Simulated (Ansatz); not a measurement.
Reaction (formal hydrolysis of the Si–C bond): `COC[SiH2]C` + H₂O → `COC[SiH2]O` + CH₄

Gas-phase electronic energies from Ansatz, PBE0-D4/def2-TZVP geometries. CBS: MP2 limit from def2 TZ/QZ plus the TZ coupled-cluster correction, frozen cores. This one scheme is used for every species. DFT in def2-TZVPP. Each species was taken in one conformer, which may not be the lowest.

```json
{"level": "PBE-D4", "ΔE (kJ/mol)": "-88.9"}
{"level": "ωB97X-V", "ΔE (kJ/mol)": "-98.6"}
{"level": "CCSD/def2-TZVPP", "ΔE (kJ/mol)": "-98.8"}
{"level": "CCSD/CBS(def2)", "ΔE (kJ/mol)": "-96.8"}
```

Problem. What does CCSD(T)/CBS give? (Best estimate.)

Solution. Ansatz gave: -95.4 kJ/mol. The listed levels differ from it by 6.5, -3.2, -3.4, -1.4 kJ/mol.

Largest T1 diagnostic among the species: 0.011.

The D4 term adds +3.2 kJ/mol with B3LYP and +2.0 kJ/mol with PBE0; it sums over pairs of atoms, weighted by their polarisabilities, and B3LYP, whose exchange is more repulsive, gets the larger term. From BLYP to BHLYP (50 % exact exchange), in def2-TZVPP and without D4, ΔE moves by −4.7 kJ/mol.

CCSD(T)/CBS has its own doubt, a few kJ/mol and more with outer-core shells, so smaller differences from it don't rank the levels.

B3LYP here is the variant with VWN-RPA as its local correlation; programs differ in this.
